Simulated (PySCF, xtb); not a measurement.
Si(Cl)(NH2) (ClH₂NSi), SMILES N[Si]Cl (connectivity only; charge and spin as stated), neutral, multiplicity 1. Other conformers were not sampled.

Harmonic wavenumbers (cm⁻¹) from xtb 6.7.1 with GFN2-xTB at its own minimum, in rising order: 225, 352, 396, 414, 755, 911, 1487, 3398, 3513.

What does B3LYP-D3(BJ)/def2-TZVP (PySCF) give at its own minimum? (Estimate from the structure and the level; the computed values follow.)

257, 461, 508, 537, 766, 864, 1571, 3530, 3633. Paired by order, the mean absolute difference is 86 cm⁻¹ and the zero-point energies are 16.4 and 17.3 kcal/mol.
